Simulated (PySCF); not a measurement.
# Excitation energy of La²⁺ by level of theory

La²⁺ [Xe] 5d1 (2D) → La²⁺ [Xe] 6s1 (2S), as a difference of total energies. Computed with PySCF 2.14 in x2c-TZVPPall with one added diffuse shell each of s, p, d type (12s8p8d3f1g, 106 functions), with the spin-free X2C one-electron Hamiltonian (Gaussian nucleus). The calculations carry no spin-orbit coupling.

| method | excitation energy (eV) |
| --- | --- |
| UHF | 1.550 |
| wB97M-V | 1.794 |
| revPBE | 1.829 |
| HSE06 | 1.786 |
